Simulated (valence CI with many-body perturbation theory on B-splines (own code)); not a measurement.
## Ta⁴²⁺ in brief

Calculated by relativistic CI+MBPT: three valence electrons over a frozen Dirac-Fock core [Ar] 3d10, radial functions for each j: 11 s, 11 p, 9 d, 7 f, 5 g, 2 h, 1 i, with the one-electron correlation potential Σ1 (screened to all orders), the two-electron term Σ2, the three-electron term Σ3, Breit, model QED; selected single and double excitations, second order for the rest (own B-spline code, finite nucleus).

No measured spectrum was set against this ion. As an estimate, large intervals hold to a few tenths of a per cent, small ones and those within an open d or f shell to about a per cent.

Levels are named by their leading jj configuration (3d3/2^4 stands for four electrons in 3d with j = 3/2), which in mixed levels can hold well under half, so a name can repeat and another be missing.

Rates and lifetimes use the calculated energies. Strong lines usually hold to 10 to 20 %, long lifetimes can be off by a factor of two.

**Question.** What is the ground level?

**Answer.** (4s^2 4p1/2) J=1/2, composition 100 % 4s²4p ²P°, g = 0.659.

**Question.** How well does LS coupling describe the low levels?

**Answer.** Among the lowest 20 levels the leading LS term, summed over configurations, holds 66 % on average. For single configurations the figures are 63 % in LS and 90 % in jj coupling. Terms mix most in the J = 5/2 level at 349.59 eV, where the leading one holds 37 %.

**Question.** Name the longest-lived excited levels whose lifetime is computed, and their main decay.

**Answer.** (4s 4p3/2 4d5/2) J=9/2 at 431.04 eV lives 312 ns, mostly by M1 to (4s 4p1/2 4d5/2) J=7/2; (4s^2 4p3/2) J=3/2 at 91.29 eV lives 271 ns, mostly by M1 to (4s^2 4p1/2) J=1/2.

**Question.** What is the ionisation energy?

**Answer.** 2114.1 eV; NIST lists 2113 ± 4 eV (theoretical).

**Question.** Among levels below 562.10 eV, which E1 lines absorb most strongly from the ground level?

**Answer.** to (4s^2 4d3/2) J=3/2 at 4.994 nm, f = 0.823; to (4s 4p1/2 4p3/2) J=3/2 at 6.440 nm, f = 0.398; to (4s 4p1/2 4p3/2) J=1/2 at 6.355 nm, f = 0.380.
